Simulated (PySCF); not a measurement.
These 2 structures share the formula C4H9ClOSi. Method: PySCF, PBE0-D3(BJ)/def2-SVP geometry optimisation, gas phase. Energies are electronic, without zero-point or thermal terms, for one conformer each. No frequencies were run at this level. Point groups hold within 0.08 Å.

Question: Rank from lowest to highest electronic energy at this level (kJ/mol).
A. `[Cl:1][C@H:2]1[CH2:3][O:4][CH2:5][CH2:6][SiH2:7]1` with Cl1–C2–C3–O4 -179°, C2–C3–O4–C5 -74°, C3–O4–C5–C6 73°, O4–C5–C6–Si7 -55°
B. `[CH2:1]=[CH:2][CH2:3][Si@@H:4]([OH:5])[CH2:6][Cl:7]` with C1–C2–C3–Si4 -110°, C2–C3–Si4–O5 -60°, C3–Si4–O5–H 161°, C3–Si4–C6–Cl7 -166°

Answer: B (0.0), A (81.2).

As drawn, the lower has an O–H bond, an Si–O bond and a C=C bond outside aromatic rings, which the higher lacks.

```csv
SMILES,E (Eh),E rel (kJ/mol),dipole (D),point group,"A, B, C (MHz)"
C=CC[Si@@H](O)CCl,-981.84926,0.0,1.25,C1,"2865, 943.1, 817.2"
Cl[C@H]1COCC[SiH2]1,-981.81833,81.2,1.98,C1,"3062, 1289, 964.4"
```

Q: How do the relative energies change in single points at PBE0/pcSseg-1 (no added dispersion term) on the same geometries?

A: 
```
             SMILES  PBE0-D3(BJ)/def2-SVP (kJ/mol)  PBE0/pcSseg-1 (kJ/mol)  shift
  C=CC[Si@@H](O)CCl                            0.0                     0.0    0.0
Cl[C@H]1COCC[SiH2]1                           81.2                    94.8  +13.6
```

Each column counts from its own lowest isomer. The order is unchanged; the largest shift is 13.6 kJ/mol.

Q: As an exercise, what shares would exp(−E/RT) give at 2000 K from these electronic energies alone (no entropy, no degeneracies)?

A: RT = 16.629 kJ/mol: C=CC[Si@@H](O)CCl 99.2 %, Cl[C@H]1COCC[SiH2]1 0.8 %.
